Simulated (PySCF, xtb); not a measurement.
CH₄BBrO, SMILES OB(C)Br.

The structure is a stationary point at PBE0-D3(BJ)/def2-SVP. One conformer was computed; it need not be the lowest.

Level of theory: IEF-PCM-M06-2X/def2-SVP in PySCF.

The values are the electrostatic part of the solvation free energy, E(continuum) − E(gas) at the gas-phase geometry, in a cavity of scaled van der Waals radii (PySCF's table); cavitation and dispersion terms are not included. In vacuum the orbital gap is 10.48 eV. The dipole moment in vacuum is 0.84 D.

| solvent | ε | ΔG(elec) (kcal/mol) | dipole (D) | gap (eV) |
|---|---|---|---|---|
| water | 78.36 | -4.1 | 1.09 | 10.64 |
| diethylether | 4.24 | … | … | … |
| n-hexane | 1.88 | -1.5 | 0.93 | 10.55 |

Question: Some entries are withheld; supply them. (Estimate from the structure and the level; the computed values follow.)

Answer: 
- diethylether, ΔG(elec) (kcal/mol): -2.8
- diethylether, dipole (D): 1.01
- diethylether, gap (eV): 10.60

For comparison, GFN2-xTB/ALPB(water) (xtb, at the GFN2-xTB geometry, all terms of that model) gives -4.9 kcal/mol.
